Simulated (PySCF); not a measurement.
C2H7NSSi2.
Numbering: `[N:1]#[C:2][CH2:3][SiH2:4][S:5][SiH3:6]` (hydrogens: H7, H8 on C3; H9, H10 on Si4; H11, H12, H13 on Si6)

Computed by this run: PBE0-D3(BJ)/def2-SVP geometry optimisation, gas phase in PySCF 2.14.0; density fitting, grid level 1; the optimiser is geomeTRIC in internal coordinates, started from a GFN2-xTB structure with every atom displaced at random (about 0.01 Å).

Geometry at step 0:
```
atom  x, y, z in Å
N1      3.8200    0.5160    1.4446
C2      2.9667   -0.0761    0.9393
C3      1.8952   -0.8048    0.3142
Si4     0.3842    0.2867    0.2160
S5     -1.1003   -0.9893   -0.7367
Si6    -2.8487    0.2678   -0.8327
H7      1.7255   -1.7056    0.9059
H8      2.2475   -1.1066   -0.6798
H9      0.5884    1.4659   -0.5904
H10    -0.1170    0.6496    1.5622
H11    -3.8214   -0.6093   -1.4640
H12    -2.5003    1.4425   -1.6103
H13    -3.2341    0.6463    0.5214
```

**Question.** Give the atomic forces at this geometry.

**Answer.** 
| atom | Fx (eV/Å) | Fy (eV/Å) | Fz (eV/Å) |
| --- | --- | --- | --- |
| N1 | 0.280 | 0.273 | 0.189 |
| C2 | 0.220 | 0.012 | 0.097 |
| C3 | 0.663 | 0.113 | -0.009 |
| Si4 | -1.447 | -0.970 | 0.002 |
| S5 | 0.355 | -0.002 | 0.118 |
| Si6 | 0.962 | -0.605 | 0.240 |
| H7 | -0.334 | -0.332 | 0.085 |
| H8 | -0.201 | -0.113 | -0.239 |
| H9 | 0.338 | 0.776 | -0.452 |
| H10 | 0.146 | 0.108 | 0.201 |
| H11 | -0.594 | -0.218 | -0.328 |
| H12 | -0.059 | 0.710 | -0.470 |
| H13 | -0.329 | 0.250 | 0.568 |

The largest, 1.74 eV/Å, acts on Si4; the rms over all components is 0.461 eV/Å. The forces sum to zero within rounding, as they must for an isolated molecule in no field.

**Question.** Give the force on Si4 in Eh/bohr and in nN.

**Answer.** 1.743 eV/Å ÷ 51.422 = 0.03389 Eh/bohr, and 1.743 eV/Å × 1.602 = 2.79 nN.

**Question.** How far is this geometry from the end of the optimisation?

**Answer.** 0.160 eV above it, and 0.059 Å rms away after alignment. The bonds farthest from their final lengths, with half the difference of the two atoms' forces along the bond (positive lengthens):

| bond | now (Å) | final (Å) | force along bond (eV/Å) |
| --- | --- | --- | --- |
| Si4–H9 | 1.443 | 1.491 | +0.97 |
| Si6–H12 | 1.451 | 1.493 | +0.60 |
| Si6–H13 | 1.458 | 1.493 | +0.43 |
| Si6–H11 | 1.454 | 1.488 | +0.53 |
| C3–Si4 | 1.867 | 1.901 | +0.54 |
| Si4–S5 | 2.177 | 2.147 | -0.92 |

The angle farthest from its final value is H11–Si6–H12, 114.6° against 110.5°.

Of the 6 listed bonds off by 0.010 Å or more, this force points towards the final length in 6.

The cost below is that of the whole optimisation. On an Arm Neoverse N1 with one thread, no GPU (shared host), this took 54 s wall and 0.52 GiB of memory at its peak.
